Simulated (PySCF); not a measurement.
CCl3, SMILES [C](Cl)(Cl)Cl, multiplicity 2.

Geometry: PBE0-D3(BJ)/def2-SVP. The isomer is the one that the SMILES or the coordinates give; other isomers of the formula were not compared.

The numbers are results of PySCF with TDA-M06-2X/def2-SVPD, not measurements.

Vertical excitations; the highest root listed may be one member of a degenerate set. Gas-phase values at a fixed geometry.

### Question
Estimate the UV-visible absorptions. (An estimate is asked for; the answer gives what the named calculation found.)

### Answer

| state | energy (eV) | λ (nm) | f | main pairs |
|---|---|---|---|---|
| root 1 | 3.89 | 318 | 0.000 | α HOMO→LUMO 92 % |
| root 2 | 4.96 | 250 | 0.000 | β HOMO→LUMO 99 % |
| root 3 | 5.22 | 237 | 0.002 | α HOMO→LUMO+2, α HOMO→LUMO+4, α HOMO→LUMO+11, β HOMO−2→LUMO (degenerate set) |
| root 4 | 5.22 | 237 | 0.002 | α HOMO→LUMO+1, α HOMO→LUMO+5, α HOMO→LUMO+10, β HOMO−1→LUMO (degenerate set) |
| root 5 | 5.64 | 220 | 0.037 | β HOMO−1→LUMO (degenerate set) |
| root 6 | 5.65 | 220 | 0.037 | β HOMO−2→LUMO (degenerate set) |
| root 7 | 6.00 | 207 | 0.031 | β HOMO−3→LUMO (degenerate set) |
| root 8 | 6.00 | 207 | 0.031 | β HOMO−4→LUMO (degenerate set) |
| root 9 | 6.33 | 196 | 0.009 | α HOMO→LUMO+3 93 % |
| root 10 | 6.53 | 190 | 0.000 | α HOMO−1→LUMO 57 %, β HOMO→LUMO+1 25 % |
Unrestricted roots are not spin-pure.
